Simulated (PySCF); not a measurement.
Working out the ionisation energy of Tc

Tc [Kr] 4d5 5s2 (6S) → Tc⁺ [Kr] 4d5 5s1 (7S). All numbers are calculated (PySCF 2.14, scalar relativity by spin-free X2C-1e, in x2c-TZVPall (8s6p6d1f, 63 functions)). Frozen: [Kr]. Energies in hartree (1 hartree = 27.21139 eV):

```csv
part,Tc (lower),Tc⁺ (upper)
UHF,-4283.046492,-4282.842939
MP2 opposite-spin,-0.035243,0.000000
MP2 same-spin,-0.061753,-0.062556
```

Problem. What does Hartree-Fock give?

Solution. (-4282.842939) − (-4283.046492) = 0.203553 hartree = 5.539 eV.

Problem. What do MP2 and SCS-MP2 (6/5 opposite-spin, 1/3 same-spin) give?

Solution. The opposite-spin parts differ by 0.959 eV and the same-spin parts by -0.022 eV. MP2: 5.539 + (0.959) + (-0.022) = 6.476 eV. SCS-MP2: 5.539 + 1.2 × (0.959) + (-0.022)/3 = 6.682 eV.

Measured between the centres of the two terms (NIST): 7.119 eV, so MP2 (valence) is off by -0.643 eV.

What remains against the reference includes basis incompleteness, the frozen core and correlation beyond second order.
